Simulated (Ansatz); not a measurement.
Ga(Cl)2(SH) (Cl2GaHS), SMILES [SH][Ga]([Cl])[Cl].

Coordinates come from a PBE0-D3(BJ)/def2-SVP optimisation. One conformer was computed; it need not be the lowest.

Two levels are set side by side: PBE/def2-SVPD (Ansatz, a program for electronic structure) and PBE0/def2-SVPD (Ansatz). Energy differences of separate SCF runs at the same geometry; the states with an electron removed or added have multiplicity 2 and 2. Differences are taken from unrounded values.

```csv
quantity,PBE
vertical ionisation energy (eV),10.27
vertical electron affinity (eV),0.50
vertical singlet–triplet gap (eV),4.70
```

### Question
These are the PBE values. What does PBE0 give? (Estimate from the structure and the level; the computed values follow.)

### Answer

```
quantity                            PBE0  PBE minus PBE0
---------------------------------  -----  --------------
vertical ionisation energy (eV)    10.60           -0.33
vertical electron affinity (eV)     0.35            0.15
vertical singlet–triplet gap (eV)   5.08           -0.38
```
